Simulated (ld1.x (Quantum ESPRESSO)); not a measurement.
## What the settings do to the TM potential of tungsten

Base potential:

tungsten (W), norm-conserving Troullier–Martins (Kleinman–Bylander form), made with ld1.x (Quantum ESPRESSO) 7.5 (LDA (PZ), scalar-relativistic). Core [Xe] 4f14, reference 5d4 6s0 6p0 (charge +2). Waves: 6s (bound, empty): rc 2.65 bohr; 6p (bound, empty): rc 2.20 bohr; 5d (bound): rc 2.20 bohr. Local part: the d channel. Core correction: Bessel-smoothed model core inside 1.05 bohr.

All-electron outer shells of the reference configuration (LDA (PZ), scalar-relativistic, ld1.x):

```csv
shell,level (eV),outermost node (bohr),outermost maximum (bohr)
4f,-49.69,–,0.43
5d,-20.20,0.63,1.49
6s,-19.64,1.27,2.48
6p,-13.17,1.51,3.07
```

Cutoffs, loose and tight: the cutoffs (Ry, on a coarse ladder) from which the occupation-weighted sum of valence levels, in a spherical-Bessel basis at the reference potential, stays within 10 and 1 mRy of its value at 400 Ry. They do not see the model core or the augmentation charge, which bear on the density cutoff. Test errors are all-electron minus pseudo excitation energies from the reference, over the configurations 5d4 6s2 6p0; 5d4 6s1 6p0; 5d3 6s0 6p0; 5d4 6s1 6p1; 5d5 6s0 6p0; 5d4 6s1.5 6p0; 5d4 6s0 6p2 (two spin-polarised tests are not counted in the largest error). A dash means not determined; rows that change the core or the reference have their own tests. The largest error is taken over the tests solved by every variant that gives reliable tests at all: 5d3 6s0 6p0; 5d4 6s1 6p0; 5d4 6s1.5 6p0; 5d4 6s2 6p0; 5d5 6s0 6p0.

A true bound ghost makes a file unfit for plane-wave use even where its test errors are small: the radial tests pick states by their node count and pass the ghost by. Where a test does run into it, the solver fails or the error is huge.

```tsv
change	outcome	cutoff, loose	cutoff, tight	bound ghosts	largest test error (meV)
base	generated	30 Ry	35 Ry	s, p	-115
wave 5d (bound): rc 2.20 bohr becomes 5d (bound): rc 1.52 bohr	generated	30 Ry	50 Ry	s, p	-115
wave 5d (bound): rc 2.20 bohr becomes 5d (bound): rc 1.74 bohr	generated	30 Ry	35 Ry	s, p	-115
wave 5d (bound): rc 2.20 bohr becomes 5d (bound): rc 2.10 bohr	generated	30 Ry	35 Ry	s, p	-115
wave 5d (bound): rc 2.20 bohr becomes 5d (bound): rc 2.92 bohr	generated	25 Ry	30 Ry	s, p	-100
wave 5d (bound): rc 2.20 bohr becomes 5d (bound): rc 3.26 bohr	generated	21 Ry	25 Ry	s, p	-77
```

What comes out with this change to the base: wave 5d (bound): rc 2.20 bohr becomes 5d (bound): rc 2.58 bohr?

outcome: generated; cutoff, loose: 30 Ry; cutoff, tight: 30 Ry; bound ghosts: s, p; largest test error (meV): -112.

Reading the sweep of the d radius (base included, trends over the rows without a ghost): Bound ghosts are found at 1.52, 1.74, 2.1, 2.2, 2.58, 2.92, 3.26 bohr. Every judged row has one, so this setting neither creates nor removes them.
